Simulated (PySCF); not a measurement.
Computed properties of Si(OH)4 (H₄O₄Si), SMILES O[Si](O)(O)O

Si(OH)4 (H₄O₄Si), SMILES O[Si](O)(O)O. Geometry: B3LYP-D3(BJ)/def2-SVP. The isomer is the one that the SMILES or the coordinates give; other isomers of the formula were not compared. One conformer was computed; it need not be the lowest. All values are computed for the isolated molecule unless a solvent is named; none is compared with measurement here.

**Structure.** The optimised structure has S4 symmetry. All 21 harmonic modes at B3LYP-D3(BJ)/def2-SVP (PySCF) are real, so it is a minimum. With heavy atoms numbered as in [OH:1][Si:2]([OH:3])([OH:4])[OH:5], the shortest bond between them is Si2–O5 at 1.652 Å and the longest O1–Si2 at 1.652 Å.

**Vibrations.** The strongest infrared lines (harmonic, unscaled, degenerate partners summed) lie at 1003 cm⁻¹ (522 km/mol, Si 48 %, O 34 %, H 18 %), 831 cm⁻¹ (423 km/mol, H 64 %, O 34 %), 3877 cm⁻¹ (361 km/mol, H 94 %). The softest mode is at 195 cm⁻¹ and the zero-point energy is 36.0 kcal/mol.

**Electronic structure.** B3LYP/def2-TZVP (PySCF) places the frontier levels at -8.85 and -0.02 eV, a gap of 8.83 eV, and gives a dipole moment of 0.00 D and a mean polarisability of 35.8 bohr³.

**Excitations.** TDA-M06-2X/def2-SVPD (PySCF) has S1 at 8.21 eV (151 nm, f = 0.027, weak); the most intense of the 10 singlets computed lies at 9.50 eV (f = 0.16). Strengths of degenerate partners are summed. T1 (TDA) is at 7.94 eV, 0.27 eV under S1. No vertical singlet excitation falls in the visible range (under 3.1 eV).

**NMR.** GIAO shifts at PBE0/pcSseg-1 (PySCF) (non-relativistic, atoms alike by connectivity averaged): ¹H at 2.2 ppm against TMS; ²⁹Si at -62.4 ppm against TMS.
